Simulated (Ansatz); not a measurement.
`N[SiH2]C(F)[TeH]` + HCl → `FC(Cl)[TeH]` + `N[SiH3]`  (substitution at a C–Si bond)

Isolated molecules relaxed with PBE0-D4/def2-TZVP in Ansatz; ΔE leaves out vibrations. CCSD(T)/CBS adds triple-zeta CCSD(T) − MP2 to the extrapolated MP2 energy (def2 sets, frozen cores). This one scheme is used for every species. Functionals use def2-TZVPP. B3LYP here is the variant with VWN-RPA as its local correlation; programs differ in this. Elements past krypton have def2 core potentials. For Te outer-core shells are correlated without core-valence functions, which leaves a few kJ/mol of doubt a bond. Each species was taken in one conformer, which may not be the lowest.

| level | ΔE (kJ/mol) | difference from CCSD(T)/CBS |
| --- | --- | --- |
| r2SCAN-D4 | 68.8 | -5.7 |
| B3LYP-D4 | 68.7 | -5.8 |
| B2PLYP | 65.2 | -9.3 |
| r2SCAN | 67.0 | -7.5 |
| PBE0 | 65.5 | -9.0 |
| HF/def2-TZVPP | 58.6 | -15.9 |
| MP2/def2-TZVPP | 74.0 | -0.5 |
| SCS-MP2/def2-TZVPP | 68.1 | -6.4 |
| CCSD(T)/def2-TZVPP | 72.9 | -1.6 |
| MP2/CBS(def2) | 75.7 | 1.2 |
| CCSD(T)/CBS | 74.5 | 0 |

Largest T1 diagnostic among the species: 0.012.

In def2-TZVPP, CCSD(T) changes the Hartree–Fock value by +14.2 kJ/mol (the triples alone add +0.6 kJ/mol) and MP2 by +15.4 kJ/mol. From PBE to PBE0 (25 % exact exchange), in def2-TZVPP and without D4, ΔE moves by +3.3 kJ/mol.
